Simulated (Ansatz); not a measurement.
Species: H2AlO, SMILES `[OH][AlH]` (H–O–Al–H torsion 0°) (charge 0, multiplicity 2), formula H₂AlO.

Q: How many basis functions does frozen-core CCSD(T)/cc-pVTZ // B3LYP-D3(BJ)/def2-TZVP (Ansatz, a first-principles code) use, how many core orbitals are frozen, and how many electrons are correlated?

A: 92 basis functions and 6 frozen orbitals, which leaves 11 correlated electrons. Core time is of the order of seconds.
